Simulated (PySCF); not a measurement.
EPR parameters of C4H4NO2S

C₄H₄NO₂S (doublet state).
Atom-mapped SMILES: `[NH:1][C:2](=[O:3])[C@@H:4]1[S:5][CH2:6][C:7]1=[O:8]` (hydrogens: H9 on N1; H10 on C4; H11, H12 on C6)

Cartesian coordinates in Å at the GFN2-xTB level; atoms count from 1:
```xyz
12
C4H4NO2S angstrom
N      1.4992    0.8140    0.5685
C      1.4268   -0.4566    0.2770
O      2.0725   -1.4053    0.6506
C      0.2059   -0.5497   -0.7197
S     -0.1079    1.2249   -0.9314
C     -1.4079    0.7308    0.2477
C     -1.0716   -0.7417    0.0408
O     -1.6689   -1.7201    0.3646
H      2.2509    1.1643    1.1461
H      0.4108   -1.1810   -1.5790
H     -2.4126    1.0253   -0.0495
H     -1.1960    1.0947    1.2522
```

The hyperfine couplings belong to this conformer and change with its torsions.

Computed, not measured: UKS B3LYP, pcH-1 on C H N O S, non-relativistic, mean-field spin-orbit, GIAO (PySCF). One conformer (not necessarily the lowest) at the GFN2-xTB geometry, without solvent, vibrations or thermal averaging. Couplings are sensitive to structure, and on GFN2-xTB geometries they can be far from those on DFT ones, by a factor of two or more for some ions and for spin on atoms past the first row. Stability of the SCF solution: not tested.

```
g1, g2, g3                      : 2.00192, 2.00426, 2.00884
g_iso                           : 2.00501
Form of g                       : rhombic: the two nearest values differ by 34 % of g3 − g1
⟨S²⟩                            : 0.7555 (exact 0.7500)
α and β electrons               : 34, 33
HOMO–LUMO gap, α and β orbitals : 4.52, 3.61 eV
Total energy                    : -758.14795 Eh
Basis functions                 : 250
```

Isotropic coupling and dipolar principal values T1 to T3, in G; ρ(0) is the spin density at the nucleus (MHz turned into gauss with g_iso; 10 G = 1 mT):

```tsv
atom	isotope	a_iso	of which spin–orbit	T1	T2	T3	Mulliken spin population	ρ(0) (bohr⁻³)
N1	14N	40.6	0.0	-7.8	-6.8	14.6	0.43	0.3530
C2	13C	-8.9	0.0	-3.2	0.2	3.0	-0.02	-0.0223
O3	17O	-3.1	-0.1	-16.1	7.3	8.8	0.12	0.0141
C4	13C	-4.3	0.0	-0.7	0.0	0.7	-0.02	-0.0109
S5	33S	27.4	-0.3	-18.3	-17.3	35.6	0.48	0.2263
C6	13C	-3.1	0.0	-0.5	0.0	0.5	-0.02	-0.0078
C7	13C	0.1	0.0	-0.4	0.0	0.4	0.00	0.0003
O8	17O	0.3	0.0	-0.4	-0.2	0.6	-0.01	-0.0013
H9	1H	12.1	0.0	-9.0	-3.0	12.0	0.00	0.0076
H10	1H	0.6	0.0	-1.3	-0.2	1.5	0.00	0.0004
H11	1H	8.5	0.0	-1.0	-0.6	1.6	0.01	0.0054
H12	1H	9.7	0.0	-1.2	-0.6	1.8	0.02	0.0061
```

Largest spin populations (Mulliken): S5 (+0.48), N1 (+0.43) and O3 (+0.12).

N1, the radical centre as drawn in `[NH]C(=O)[C@@H]1SCC1=O`, holds a spin population of +0.43 out of 1.

Axes: g2 points within 14° of the S5–C6 bond.

Under fast tumbling the dipolar parts average out, and these isotropic splittings remain: 1 × 14N (N1, I = 1, 3 lines) with 4.06 mT, 1 × 1H (H9, I = 1/2, 2 lines) with 1.21 mT, 1 × 1H (H12, I = 1/2, 2 lines) with 0.97 mT, 1 × 1H (H11, I = 1/2, 2 lines) with 0.85 mT and 1 × 1H (H10, I = 1/2, 2 lines) with 0.06 mT.

The 13C coupling of C2 (-25.1 MHz) shows only in satellite lines or after enrichment, since that isotope makes up about 1.07 % of natural carbon.

The 33S coupling of S5 (76.8 MHz) shows only in satellite lines or after enrichment, since that isotope makes up about 0.76 % of natural sulfur.
